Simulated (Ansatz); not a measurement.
A nudged elastic band was laid between two geometries of BCl2H + FH (6 atoms, charge 0, multiplicity 1).

All numbers below come from Ansatz 0.2.0, RKS PBE/def2-SVP.

```
movable images  : 5
climbing image  : yes
spring          : 5.0 eV/Å²
optimiser       : quadratic models (default)
start path      : through a guess of the saddle point
force threshold : 0.03 eV/Å
iteration limit : 60
end points      : relaxed
```

Image 0:

```xyz
6
Properties=species:S:1:pos:R:3
B 0.003 0.242 -0.075
H 0.008 0.405 1.129
Cl 1.522 0.269 -0.938
Cl -1.527 0.210 -0.919
F 0.055 -2.118 0.939
H 0.044 -1.411 1.555
```

Image 6:

```xyz
6
Properties=species:S:1:pos:R:3
B 0.014 -0.611 -0.719
H 0.024 0.227 2.386
Cl 1.527 0.207 -1.063
Cl -1.533 0.145 -1.049
F 0.041 -1.831 -0.204
H 0.033 -0.540 2.339
```

Task: What changes between the two ends?

Result: Bonds broken: B1–H2, F5–H6. Bonds formed: B1–F5, H2–H6. BCl2H + FH becomes BCl2F + H2.

Task: What energy profile does the band end with?

Result: The forces met the threshold. The highest image is number 2 of 0 to 6, 0.47 eV above the first end and 1.77 eV above the last; the last end lies 1.31 eV below the first. A vibrational analysis at the climbing image gives one clearly imaginary mode, 944i cm⁻¹: a first-order saddle point. The orbitals stay closed-shell, which can raise the energy where a bond breaks towards radicals; this wasn't checked here.

| image | path coordinate (Å) | energy (eV) | B1–H2 (Å) | F5–H6 (Å) | B1–F5 (Å) |
| --- | --- | --- | --- | --- | --- |
| 0 | 0.00 | 0.00 | 1.21 | 0.94 | 2.57 |
| 1 | 0.49 | 0.10 | 1.23 | 0.96 | 2.08 |
| 2 | 0.99 | 0.47 | 1.33 | 1.16 | 1.65 |
| 3 | 1.53 | -0.52 | 1.68 | 1.69 | 1.38 |
| 4 | 2.07 | -1.13 | 2.21 | 2.18 | 1.33 |
| 5 | 2.61 | -1.28 | 2.73 | 2.59 | 1.33 |
| 6 | 3.15 | -1.31 | 3.22 | 2.85 | 1.32 |

Task: What is the geometry of the highest image?

Result: 
```xyz
6
Properties=species:S:1:pos:R:3
B 0.013 -0.222 0.019
H 0.012 0.199 1.281
Cl 1.545 0.166 -0.783
Cl -1.540 0.109 -0.767
F 0.045 -1.765 0.592
H 0.032 -0.889 1.348
```

Task: What are the harmonic wavenumbers there?

Result: 944i, 243, 249, 358, 676, 683, 879, 911, 1107, 1332, 1921, 2189 cm⁻¹.

Time of the run: 4.9 min on 1 thread of Intel(R) Xeon(R) Platinum 8488C (Sapphire Rapids), with other jobs on the host, peak memory 0.15 GiB.
